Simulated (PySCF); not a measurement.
In(H)(SH)2 (H₃InS₂), SMILES [SH][InH][SH].

Geometry optimised at B3LYP-D3(BJ)/def2-SVP. The def2 effective core potentials stand for the cores of In; spin–orbit coupling is left out. The values are those of a single conformer.

The numbers are results of B3LYP-D3(BJ)/def2-SVP run with PySCF, not measurements.

Frequencies are harmonic and unscaled.

Task: Estimate the vibrational spectrum. (Estimate from the structure and the level; the computed values follow.)

Result: 
```tsv
mode	ν (cm⁻¹)	IR (km/mol)	moving atoms (share of kinetic energy)
1	86	2.6	S 75 %, In 21 %
2	206	0.0	H 94 %
3	230	12.0	H 98 %
4	332	7.8	S 82 %, In 14 %
5	351	73.5	S 68 %, In 29 %
6	381	48.6	H 95 %
7	454	115.7	H 98 %
8	657	4.0	H 94 %
9	689	4.5	H 95 %
10	1789	172.6	H 99 %
11	2665	0.1	H 97 %
12	2666	3.8	H 97 %
```
